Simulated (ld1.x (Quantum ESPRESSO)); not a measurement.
# Reading a pseudo-wave (antimony)

Columns: radius, all-electron u(r) and pseudo u(r) of the 5s shell (level -16.59 eV) of antimony in the configuration [Kr] 4d10 5s2 5p2.5; PBE, scalar-relativistic, ultrasoft scheme, ld1.x (Quantum ESPRESSO) 7.5.

```csv
r (bohr),all-electron,pseudo
0.120,-0.0824,0.0531
0.240,0.2493,0.1070
0.360,0.0504,0.1627
0.480,-0.2485,0.2204
0.600,-0.3803,0.2805
0.720,-0.3335,0.3426
0.840,-0.1771,0.4061
0.960,0.0215,0.4698
1.080,0.2184,0.5322
1.200,0.3908,0.5915
1.320,0.5295,0.6456
1.440,0.6334,0.6926
1.560,0.7055,0.7305
1.680,0.7499,0.7577
1.800,0.7715,0.7728
1.920,0.7751,0.7751
2.040,0.7644,0.7644
2.160,0.7430,0.7430
2.280,0.7136,0.7136
2.400,0.6788,0.6788
2.520,0.6404,0.6404
2.640,0.6000,0.6000
2.760,0.5588,0.5588
2.880,0.5177,0.5177
3.000,0.4775,0.4775
3.120,0.4387,0.4387
```

**Question.** How many radial nodes do the two functions have?

**Answer.** The all-electron 5s function has n − l − 1 = 4 (the table is too coarse to show those close to the nucleus); the pseudo-wave has 0, since the states of the same l below it are removed with the core.

**Question.** At about which radius was the pseudo-wave matched?

**Answer.** 1.95 bohr, where the columns begin to agree (steps of 0.12 bohr).

**Question.** Where does each function peak?

**Answer.** Outermost all-electron maximum near 1.92 bohr, pseudo maximum near 1.92 bohr (to the table’s step).

**Question.** Is the pseudo-wave norm-conserving?

**Answer.** No, it belongs to an ultrasoft set: the norm inside the radius is not constrained, and the difference is carried by the augmentation charge.
